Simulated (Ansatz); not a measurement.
The same molecule with X = C, Si, Sn. Ansatz, PBE0-D4/def2-TZVP geometries, multiplicity 1.

Elements past krypton have def2 core potentials.

```csv
X,molecule,mean X–Cl bond length / Å,mean X–F bond length / Å,mean X–H bond length / Å,size of the dipole moment (PBE/def2-TZVPP) / D,"ideal-gas entropy at 298 K and 1 bar (rigid rotor, harmonic PBE0-D4/def2-TZVP) / J/(mol·K)",size of the dipole moment (ωB97M-V/def2-TZVPP) / D
C,`FC(Cl)Cl`,1.759,1.340,1.088,1.16,293,1.25
Si,`F[SiH](Cl)Cl`,2.024,1.581,1.467,0.92,311,0.99
```

Problem. Give the row for X = Sn, `[F][SnH]([Cl])[Cl]`. (An estimate is asked.)

Solution. The calculation gave: 
```json
{"X": "Sn", "molecule": "`[F][SnH]([Cl])[Cl]`", "mean X–Cl bond length / Å": "2.292", "mean X–F bond length / Å": "1.901", "mean X–H bond length / Å": "1.689", "size of the dipole moment (PBE/def2-TZVPP) / D": "2.36", "ideal-gas entropy at 298 K and 1 bar (rigid rotor, harmonic PBE0-D4/def2-TZVP) / J/(mol·K)": "344", "size of the dipole moment (ωB97M-V/def2-TZVPP) / D": "2.52"}
```

From C to Sn the mean X–Cl bond length rises at each step, by 0.533 Å in all; the mean X–F bond length rises at each step, by 0.561 Å in all; the mean X–H bond length rises at each step, by 0.601 Å in all; the ideal-gas entropy at 298 K and 1 bar (rigid rotor, harmonic PBE0-D4/def2-TZVP) rises at each step, by 51 J/(mol·K) in all. Bonds lengthen as the atom grows down the group. Dipoles are sizes alone, and their direction can turn along the series.
